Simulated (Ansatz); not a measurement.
C2Fe, SMILES [C]1[C][Fe]1, multiplicity 5.

Geometry optimised at B3LYP-D3(BJ)/def2-TZVP. The spin state was assumed, not searched.

Two levels are set side by side: PBE/def2-TZVPD (Ansatz, a program for electronic structure) and PBE0/def2-TZVPD (Ansatz). Energy differences of separate SCF runs at the same geometry; the states with an electron removed or added have multiplicity 6 and 6. Differences are taken from unrounded values.

```tsv
quantity	PBE
vertical ionisation energy (eV)	8.79
vertical electron affinity (eV)	1.55
```

### Question
These are the PBE values. What does PBE0 give? (The exact figures need the calculation; the answer reports its results.)

### Answer

```
quantity                         PBE0  PBE minus PBE0
-------------------------------  ----  --------------
vertical ionisation energy (eV)  8.67            0.11
vertical electron affinity (eV)  1.80           -0.25
```
